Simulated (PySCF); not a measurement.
From computed data to an observable: chemical shift, span and skew from a shielding tensor

Ti(F)3(OH) (F3HOTi), SMILES [OH][Ti]([F])([F])[F], multiplicity 1. Atoms are numbered in the order given.

```xyz
6

Ti     0.0000     0.0000    -0.0087
F      1.4132    -0.8159    -0.6027
F      0.0000     1.6318    -0.6027
F     -1.4132    -0.8159    -0.6027
O      0.0000     0.0000     1.7227
H      0.0000     0.0000     2.6823
```
Charge 0, spin multiplicity 1.

Coordinates come from a PBE0-D3(BJ)/def2-SVP optimisation. The geometry has at least one imaginary mode, so it is a saddle point at that level. The multiplicity is an assumed one; no other spin state was optimised. The structure was generated by enumeration; whether it is a known compound was not checked. Other conformers were not sampled.

GIAO shieldings from PBE0/pcSseg-1 (PySCF), non-relativistic, no solvent. The symmetric part of the tensor of F2 has the principal values -410.0, -346.3, 348.9 ppm. The same nucleus in CFCl3 has σ = 167.2 ppm at this level (PySCF, at its B3LYP-D3(BJ)/def2-TZVP geometry).

### Question
Work out the isotropic shielding, the ¹⁹F shift against CFCl3, the span and the skew.

### Answer

σ(iso) = (σ11 + σ22 + σ33)/3 = -135.8 ppm. δ = σ(ref) − σ(iso) = 167.2 − (-135.8) = 303.0 ppm.
Span Ω = σ33 − σ11 = 758.9 ppm. Skew κ = 3(σ(iso) − σ22)/Ω = 0.83. Tumbling in solution averages the tensor to δ; in a static solid the shielding alone would spread this spin-1/2 line over Ω.
